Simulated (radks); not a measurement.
Task: The mean radii <r> (bohr) of the occupied orbitals of an atom or ion are listed with their occupations. All-electron calculation, scalar-relativistic Kohn-Sham, PBE, spin-unpolarised, spherical densities, point nucleus. Program: a radial shooting solver on a logarithmic mesh with Libxc functionals.

| orbital | occ. | <r> |
|---|---|---|
| 1s | 2 | 0.02037 |
| 2s | 2 | 0.08646 |
| 2p | 6 | 0.07672 |
| 3s | 2 | 0.2253 |
| 3p | 6 | 0.2245 |
| 3d | 10 | 0.2038 |
| 4s | 2 | 0.5081 |
| 4p | 6 | 0.5390 |
| 4d | 10 | 0.5837 |
| 5s | 2 | 1.253 |
| 5p | 6 | 1.497 |
| 6s | 2 | 4.018 |
| 4f | 12 | 0.8328 |

Name the element and its charge.

Result: Z = 68, erbium, charge 0: Er in [Xe] 4f12 6s2. The 1s radius gives Z: for a bare nucleus <r> = (2 gamma + 1)/(2Z) with gamma = sqrt(1 - (Z/c)^2), 0.02012 bohr for Z = 68, and screening makes it slightly larger (0.02037 here). The occupations add up to 68, and the charge is Z minus that.
